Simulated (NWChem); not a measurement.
The numbers come from NWChem runs, not from measurements. System: trans-dichloroethylene (C2H2Cl2), charge 0, spin multiplicity 1, at a geometry optimised with PBE/def2-SVP. Level: RHF/def2-TZVP.

Part of the output:

```
             Northwest Computational Chemistry Package (NWChem) 7.3.0
             --------------------------------------------------------

                                NWChem Input Module
                                -------------------

 Scaling coordinates for geometry "geometry" by  1.889725989
 (inverse scale =  0.529177249)

 Turning off AUTOSYM since
 SYMMETRY directive was detected!

                             Geometry "geometry" -> ""
                             -------------------------

 Output coordinates in angstroms (scale by  1.889725989 to convert to a.u.)

  No.       Tag          Charge          X              Y              Z
 ---- ---------------- ---------- -------------- -------------- --------------
    1 Cl                  17.0000    -2.13520800    -0.35359200     0.00000000
    2 C                    6.0000    -0.56170700     0.37008800     0.00000000
    3 C                    6.0000     0.56170700    -0.37008800     0.00000000
    4 Cl                  17.0000     2.13520800     0.35359200     0.00000000
    5 H                    1.0000    -0.55534900     1.47049500     0.00000000
    6 H                    1.0000     0.55534900    -1.47049500     0.00000000

 Effective nuclear repulsion energy (a.u.)     174.3689148780

            Nuclear Dipole moment (a.u.)
            ----------------------------
        X                 Y               Z
 ---------------- ---------------- ----------------
     0.0000000000     0.0000000000     0.0000000000

      Symmetry information
      --------------------

 Group name             C2h
 Group number             21
 Group order               4
 No. of unique centers     3

      Symmetry unique atoms

     1    2    5


 Summary of "ao basis" -> "" (spherical)
 ------------------------------------------------------------------------------
       Tag                 Description            Shells   Functions and Types
 ---------------- ------------------------------  ------  ---------------------
 *                         def2-tzvp                  on all atoms

 Summary of "ao basis" -> "ao basis" (spherical)
 ------------------------------------------------------------------------------
       Tag                 Description            Shells   Functions and Types
 ---------------- ------------------------------  ------  ---------------------
 Cl                        def2-tzvp                13       37   5s5p2d1f
 C                         def2-tzvp                11       31   5s3p2d1f
[...]
    19      0.224204  1 Cl py               118     -0.224204  4 Cl py
    15     -0.172604  1 Cl px               114      0.172604  4 Cl px
    13      0.154885  1 Cl py               112     -0.154885  4 Cl py

 Vector   24  Occ=2.000000D+00  E=-3.645075D-01  Symmetry=au
              MO Center= -7.8D-15, -1.2D-14,  4.7D-15, r^2= 3.5D+00
   Bfn.  Coefficient  Atom+Function         Bfn.  Coefficient  Atom+Function
  ----- ------------  ---------------      ----- ------------  ---------------
    17      0.264065  1 Cl pz               116      0.264065  4 Cl pz
    48     -0.233461  2 C  pz                79     -0.233461  3 C  pz
    20      0.228622  1 Cl pz                45     -0.227956  2 C  pz
    76     -0.227956  3 C  pz               119      0.228622  4 Cl pz

 Vector   25  Occ=0.000000D+00  E= 1.125769D-01  Symmetry=bg
              MO Center= -1.2D-14,  9.8D-15,  2.4D-15, r^2= 3.3D+00
   Bfn.  Coefficient  Atom+Function         Bfn.  Coefficient  Atom+Function
  ----- ------------  ---------------      ----- ------------  ---------------
    51      0.849595  2 C  pz                82     -0.849595  3 C  pz
    20     -0.300446  1 Cl pz               119      0.300446  4 Cl pz
    45      0.257584  2 C  pz                76     -0.257584  3 C  pz
    48      0.232568  2 C  pz                79     -0.232568  3 C  pz

 Vector   26  Occ=0.000000D+00  E= 1.649518D-01  Symmetry=ag
              MO Center=  2.4D-15,  4.3D-15,  3.6D-18, r^2= 7.2D+00
   Bfn.  Coefficient  Atom+Function         Bfn.  Coefficient  Atom+Function
  ----- ------------  ---------------      ----- ------------  ---------------
   139      2.707020  5 H  s                145      2.707020  6 H  s
    50     -1.870638  2 C  py                81      1.870638  3 C  py
    42     -1.661484  2 C  s                 73     -1.661484  3 C  s
    49     -0.449103  2 C  px                80      0.449103  3 C  px
     5     -0.282879  1 Cl s                104     -0.282879  4 Cl s

 Vector   27  Occ=0.000000D+00  E= 1.676075D-01  Symmetry=bu
              MO Center=  2.8D-14, -5.5D-14, -2.8D-15, r^2= 6.8D+00
   Bfn.  Coefficient  Atom+Function         Bfn.  Coefficient  Atom+Function
  ----- ------------  ---------------      ----- ------------  ---------------
   139      1.116988  5 H  s                145     -1.116988  6 H  s
     5     -0.815731  1 Cl s                104      0.815731  4 Cl s
    18     -0.716344  1 Cl px               117     -0.716344  4 Cl px
    50     -0.606607  2 C  py                81     -0.606607  3 C  py
    49     -0.440103  2 C  px                80     -0.440103  3 C  px

 center of mass
 --------------
 x =   0.00000000 y =   0.00000000 z =   0.00000000

 moments of inertia (a.u.)
 ------------------
          58.529161959238        -164.866168661341           0.000000000000
        -164.866168661341        1167.909074148010           0.000000000000
           0.000000000000           0.000000000000        1226.438236107248

  Mulliken analysis of the total density
  --------------------------------------

    Atom       Charge   Shell Charges
 -----------   ------   -------------------------------------------------------
    1 Cl  17    17.09   2.01  0.45  1.52  1.09  0.83  4.18  1.69  1.07  2.79  1.38  0.02  0.04  0.01
    2 C    6     6.08   0.85  1.12  0.50  0.60  0.07  1.18  1.35  0.26  0.02  0.11  0.01
    3 C    6     6.08   0.85  1.12  0.50  0.60  0.07  1.18  1.35  0.26  0.02  0.11  0.01
    4 Cl  17    17.09   2.01  0.45  1.52  1.09  0.83  4.18  1.69  1.07  2.79  1.38  0.02  0.04  0.01
    5 H    1     0.83   0.26  0.48  0.07  0.02
    6 H    1     0.83   0.26  0.48  0.07  0.02

       Multipole analysis of the density wrt the origin
       ------------------------------------------------

     L   x y z        total         open         nuclear
     -   - - -        -----         ----         -------
     0   0 0 0     -0.000000      0.000000     48.000000

     1   1 0 0      0.000000      0.000000      0.000000
     1   0 1 0     -0.000000      0.000000      0.000000
     1   0 0 1      0.000000      0.000000      0.000000

     2   2 0 0    -30.021941      0.000000    569.273543
     2   1 1 0     -0.896423      0.000000     76.927495
     2   1 0 1     -0.000000      0.000000      0.000000
     2   0 2 0    -25.590815      0.000000     36.493495
     2   0 1 1      0.000000      0.000000      0.000000
     2   0 0 2    -28.991438      0.000000      0.000000

 Task  times  cpu:       11.7s     wall:       11.7s

 Total times  cpu:       11.8s     wall:       11.8s
```

Q: Write an NWChem input that would produce this output.

A: One answer among several that fit: 
```
start mol
memory heap 200 mb stack 900 mb global 1100 mb
geometry units angstroms nocenter noautoz
  Cl    -2.135208    -0.353592     0.000000
  C     -0.561707     0.370088     0.000000
  C      0.561707    -0.370088     0.000000
  Cl     2.135208     0.353592     0.000000
  H     -0.555349     1.470495     0.000000
  H      0.555349    -1.470495     0.000000
  symmetry group C2h
end
basis spherical
  * library def2-tzvp
end
scf
  rhf
  nopen 0
  maxiter 100
  thresh 1e-7
  semidirect memsize 60000000 filesize 0
end
task scf energy
```
